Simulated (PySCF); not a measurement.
## Vertical excitation energies

C5H6FNSi.
SMILES: `N#C[C@H]1C/C(=C\F)[SiH2]1`

Computed, not measured: TDDFT B3LYP/def2-SVPD, vertical, gas phase, core orbitals frozen in the response (PySCF). Isolated species at its GFN2-xTB geometry, gas phase.

**Question.** List the vertical singlet excitations with oscillator strengths and describe the spectrum.

**Answer.** 

| state | E (eV) | ν̃ (cm⁻¹) | f | main configurations (H = HOMO, L = LUMO) |
| --- | --- | --- | --- | --- |
| S1 | 5.76 | 46490 | 0.0027 | H→L+1 (98%) |
| S2 | 6.21 | 50090 | 0.027 | H-1→L (85%), H→L (11%) |
| S3 | 6.39 | 51520 | 0.136 | H→L (50%), H→L+2 (34%), H-1→L (12%) |
| S4 | 6.50 | 52400 | 0.087 | H→L+2 (48%), H→L (26%), H-1→L+1 (16%) |
| S5 | 6.51 | 52480 | 0.094 | H-1→L+1 (76%), H→L+2 (10%) |
| S6 | 6.81 | 54910 | 0.0029 | H-2→L (57%), H-3→L (31%), H→L+3 (9%) |
| S7 | 6.89 | 55610 | 0.022 | H-1→L+2 (71%), H→L+3 (12%) |
| S8 | 6.92 | 55800 | 0.0069 | H→L+3 (69%), H-1→L+2 (11%) |

Triplets (Tamm–Dancoff): T1 4.08 eV, H→L (94%); T2 5.65 eV, H→L+1 (96%); T3 5.87 eV, H-1→L+1 (61%), H-1→L (17%).

The lowest singlet lies at 5.76 eV (215 nm, ultraviolet) and is very weak; its leading configuration is HOMO→LUMO+1 (98%). The most intense listed level is S3 at 6.39 eV (194 nm, f = 0.136), 0.62 eV above S1. S4/S5 lie within about 0.01 eV of each other. Löwdin shares by element: HOMO carbon 71% or more, fluorine 14% (atoms not listed hold the other 16%); LUMO carbon 51% or more, silicon 11%, fluorine 8% (atoms not listed hold the other 30%). The listed states span 1.15 eV, and the widest gap between neighbours is 0.45 eV (S1 to S2). Of the 8 states listed, 5 reach f = 0.01 and none stays under 0.0005. The oscillator strengths of these states sum to 0.379; summed over the whole spectrum of an exact calculation they would give the number of electrons, 66 (Thomas–Reiche–Kuhn). Only the lowest 8 singlets were computed, as vertical energies without vibronic structure.
